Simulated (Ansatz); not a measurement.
Steps of a relaxation of C$_{4}$H$_{12}$Ge (`CC(C)[CH2][GeH3]`) with RKS PBE-D4/def2-SVP.

```sh
$ ansatz run in.yaml --threads 4 --pin off --events-out ev --progress --plain --max-ram 11315MiB
```

```yaml
crystal:
  periodic: [false, false, false]
  atoms:
    - {symbol: C, position_ang: [0.240300, 0.957100, -1.219300]}
    - {symbol: C, position_ang: [0.627300, 0.051200, -0.106100]}
    - {symbol: C, position_ang: [1.691900, -0.890000, -0.631000]}
    - {symbol: C, position_ang: [-0.481300, -0.747500, 0.444100]}
    - {symbol: Ge, position_ang: [-1.790000, 0.344800, 1.459700]}
    - {symbol: H, position_ang: [-0.530100, 1.769700, -0.852800]}
    - {symbol: H, position_ang: [1.096100, 1.555400, -1.627700]}
    - {symbol: H, position_ang: [-0.243100, 0.451200, -2.067300]}
    - {symbol: H, position_ang: [1.070700, 0.678400, 0.760900]}
    - {symbol: H, position_ang: [2.594500, -0.307200, -0.970200]}
    - {symbol: H, position_ang: [1.326700, -1.530100, -1.418600]}
    - {symbol: H, position_ang: [2.103300, -1.537100, 0.223000]}
    - {symbol: H, position_ang: [-0.231900, -1.520700, 1.119700]}
    - {symbol: H, position_ang: [-1.136300, -1.241800, -0.360100]}
    - {symbol: H, position_ang: [-2.541800, 1.317600, 0.543700]}
    - {symbol: H, position_ang: [-2.824600, -0.526600, 2.194700]}
    - {symbol: H, position_ang: [-0.990900, 1.175200, 2.547600]}
basis:
  gaussian: {orbitals: def2-SVP}
hamiltonian: {xc: pbe, dispersion: d4}
relax: {f_tol: 0.03, max_steps: 200}
```

Positions (Å) and forces (eV/Å) along the path, 7 of 9 steps:

```xyz
17
step=1 energy=-60836.7410 eV
C     0.240    0.957   -1.219   -1.432    3.034    0.012
C     0.627    0.051   -0.106    1.833    0.273    0.706
C     1.692   -0.890   -0.631    2.259    0.127    1.872
C    -0.481   -0.748    0.444   -3.435    0.430   -0.938
Ge   -1.790    0.345    1.460    0.433    0.243    0.464
H    -0.530    1.770   -0.853    1.023   -1.154   -0.602
H     1.096    1.555   -1.628   -0.178   -0.338    0.182
H    -0.243    0.451   -2.067   -0.105   -0.349   -0.202
H     1.071    0.678    0.761   -0.284   -0.582   -0.950
H     2.595   -0.307   -0.970   -0.435   -0.329   -0.175
H     1.327   -1.530   -1.419   -0.309   -0.571   -0.783
H     2.103   -1.537    0.223   -0.483    0.346   -0.850
H    -0.232   -1.521    1.120    0.890   -1.373    1.115
H    -1.136   -1.242   -0.360    0.790    0.356    0.497
H    -2.542    1.318    0.544   -0.187    0.230   -0.144
H    -2.825   -0.527    2.195   -0.139   -0.176    0.082
H    -0.991    1.175    2.548   -0.239   -0.167   -0.285
17
step=2 energy=-60837.1212 eV
C     0.225    0.999   -1.213   -0.450    0.987   -0.247
C     0.649    0.033   -0.127    0.852    0.435    0.630
C     1.750   -0.911   -0.624    0.494   -0.049    0.454
C    -0.519   -0.725    0.460   -1.238   -0.214   -0.337
Ge   -1.832    0.367    1.485    0.199    0.026    0.002
H    -0.523    1.771   -0.859    0.410   -0.484   -0.091
H     1.087    1.572   -1.620   -0.040   -0.104    0.033
H    -0.255    0.476   -2.063   -0.018   -0.126   -0.102
H     1.109    0.646    0.703   -0.149   -0.189   -0.263
H     2.634   -0.346   -1.005   -0.219   -0.081   -0.013
H     1.374   -1.557   -1.430   -0.070   -0.220   -0.302
H     2.132   -1.575    0.196   -0.218    0.205   -0.265
H    -0.211   -1.523    1.144    0.306   -0.309    0.341
H    -1.100   -1.249   -0.352    0.214    0.194    0.245
H    -2.613    1.358    0.585   -0.047    0.013   -0.049
H    -2.858   -0.544    2.209    0.009   -0.038   -0.008
H    -1.067    1.207    2.553   -0.034   -0.046   -0.028
17
step=4 energy=-60837.1744 eV
C     0.239    1.034   -1.198    0.013   -0.019   -0.077
C     0.674    0.052   -0.105    0.088    0.009   -0.046
C     1.735   -0.923   -0.637   -0.016    0.011   -0.026
C    -0.519   -0.718    0.484   -0.023   -0.031    0.059
Ge   -1.847    0.369    1.468   -0.028   -0.044   -0.027
H    -0.462    1.797   -0.812   -0.101    0.084    0.037
H     1.103    1.573   -1.634    0.050   -0.006    0.005
H    -0.274    0.500   -2.027    0.002   -0.004    0.001
H     1.146    0.645    0.713   -0.017   -0.030    0.011
H     2.617   -0.383   -1.037    0.017    0.007   -0.015
H     1.323   -1.551   -1.457    0.000    0.018    0.010
H     2.089   -1.605    0.160    0.026   -0.050    0.034
H    -0.161   -1.492    1.197   -0.019    0.026    0.001
H    -1.057   -1.266   -0.321    0.000   -0.002   -0.001
H    -2.665    1.295    0.524    0.011   -0.010    0.023
H    -2.838   -0.576    2.201   -0.004    0.020    0.006
H    -1.122    1.250    2.522    0.002    0.020    0.007
17
step=6 energy=-60837.1769 eV
C     0.247    1.049   -1.174   -0.011    0.015    0.040
C     0.685    0.045   -0.100   -0.020    0.015    0.025
C     1.729   -0.933   -0.658    0.016   -0.002    0.015
C    -0.510   -0.724    0.499    0.028    0.022   -0.046
Ge   -1.858    0.368    1.447   -0.018    0.026    0.033
H    -0.452    1.813   -0.772    0.025   -0.031   -0.023
H     1.118    1.586   -1.602   -0.002    0.001    0.000
H    -0.271    0.531   -2.009   -0.005    0.005   -0.008
H     1.167    0.619    0.726   -0.002   -0.011   -0.015
H     2.615   -0.397   -1.057   -0.009   -0.004    0.001
H     1.300   -1.536   -1.486    0.004   -0.007   -0.007
H     2.083   -1.640    0.122   -0.009    0.012   -0.016
H    -0.149   -1.476    1.232   -0.005   -0.014    0.009
H    -1.036   -1.293   -0.299    0.002   -0.005    0.013
H    -2.711    1.233    0.479    0.012   -0.013    0.002
H    -2.821   -0.565    2.233    0.001    0.003    0.000
H    -1.155    1.319    2.460   -0.006   -0.015   -0.023
17
step=7 energy=-60837.1771 eV
C     0.249    1.054   -1.166   -0.008    0.006    0.033
C     0.686    0.043   -0.097   -0.026    0.005    0.011
C     1.726   -0.935   -0.663    0.006   -0.007    0.010
C    -0.508   -0.726    0.502    0.023   -0.004   -0.018
Ge   -1.862    0.365    1.444    0.003    0.049    0.005
H    -0.448    1.817   -0.759    0.020   -0.021   -0.017
H     1.122    1.591   -1.590   -0.005    0.002   -0.001
H    -0.270    0.541   -2.004   -0.002    0.005   -0.001
H     1.172    0.612    0.730   -0.001   -0.003   -0.008
H     2.614   -0.400   -1.060   -0.006    0.000    0.002
H     1.294   -1.530   -1.496    0.005   -0.002    0.001
H     2.079   -1.648    0.110   -0.007    0.010   -0.011
H    -0.148   -1.474    1.240    0.002   -0.013   -0.003
H    -1.032   -1.301   -0.294    0.002   -0.002    0.007
H    -2.721    1.208    0.460    0.001   -0.011    0.015
H    -2.816   -0.560    2.250    0.013    0.008   -0.007
H    -1.157    1.340    2.432   -0.019   -0.021   -0.016
17
step=8 energy=-60837.1773 eV
C     0.250    1.055   -1.162   -0.001   -0.001    0.010
C     0.686    0.041   -0.096   -0.009    0.002    0.005
C     1.726   -0.936   -0.664   -0.001   -0.003    0.002
C    -0.508   -0.728    0.501    0.008   -0.005   -0.002
Ge   -1.862    0.368    1.441   -0.004    0.025    0.008
H    -0.448    1.816   -0.755    0.009   -0.008   -0.005
H     1.122    1.594   -1.583   -0.003    0.002   -0.001
H    -0.268    0.545   -2.003   -0.001    0.002    0.000
H     1.172    0.607    0.732    0.000    0.000   -0.002
H     2.614   -0.399   -1.059   -0.003    0.001    0.001
H     1.295   -1.529   -1.499    0.003    0.000    0.002
H     2.078   -1.651    0.107   -0.004    0.005   -0.004
H    -0.149   -1.477    1.239    0.000   -0.005   -0.003
H    -1.032   -1.303   -0.294    0.000    0.001    0.001
H    -2.730    1.199    0.456    0.004   -0.007    0.009
H    -2.809   -0.554    2.258    0.009    0.002   -0.006
H    -1.157    1.350    2.421   -0.009   -0.011   -0.015
17
step=9 energy=-60837.1775 eV
C     0.251    1.058   -1.154    0.002   -0.004   -0.009
C     0.686    0.038   -0.093    0.011   -0.001   -0.003
C     1.725   -0.937   -0.666   -0.004    0.002   -0.003
C    -0.509   -0.730    0.501   -0.005    0.000    0.003
Ge   -1.863    0.369    1.436   -0.001   -0.001    0.003
H    -0.443    1.818   -0.744   -0.003    0.004    0.005
H     1.124    1.597   -1.575    0.001    0.000    0.000
H    -0.269    0.554   -1.997    0.001    0.000    0.002
H     1.174    0.600    0.736   -0.001    0.001    0.002
H     2.614   -0.400   -1.058    0.001    0.000    0.000
H     1.294   -1.526   -1.505    0.001    0.001    0.002
H     2.075   -1.657    0.101    0.000   -0.001    0.002
H    -0.151   -1.480    1.239   -0.003    0.004   -0.001
H    -1.032   -1.305   -0.295   -0.001    0.001   -0.004
H    -2.746    1.180    0.448    0.003   -0.007    0.003
H    -2.793   -0.552    2.272    0.002    0.009    0.001
H    -1.158    1.371    2.394   -0.004   -0.006   -0.002
```

Hardware: 4 threads of an Arm Neoverse V1 on a shared host. Wall time 21 s, peak host memory 0.22 GiB.
